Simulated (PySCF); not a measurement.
Molecule: sum formula H₂BOCl₂, net charge 1, singlet state. It need not be the lowest isomer of its formula. SMILES: [OH2+]B(Cl)Cl
Geometry from a B3LYP-D3(BJ)/def2-TZVP (Ansatz) optimisation:
```
B
O 1 1.4865
H 2 0.9767 1 122.31
H 2 0.9767 3 115.38 1 180.00
Cl 1 1.6970 2 114.20 3 180.00
Cl 1 1.6970 2 114.20 3 0.00
```
Charge +1, spin multiplicity 1.

Dispersion corrections to the total energy (kcal/mol) from the dftd3 and dftd4 libraries through PySCF: D3(BJ) without and D4 with the three-body term, each with the damping fitted for the functional named.

```csv
functional,D3(BJ),D4
B2PLYP,-2.59,[?]
CAM-B3LYP,-2.44,-2.28
r2SCAN,-0.79,[?]
LC-wPBE,-2.91,-3.01
PBE0,-2.61,-2.25
TPSS,-3.81,-3.64
revPBE,-7.43,[?]
```

### Question
Complete the blanks.

### Answer

- B2PLYP, D4: -1.86
- r2SCAN, D4: -0.60
- revPBE, D4: -8.22
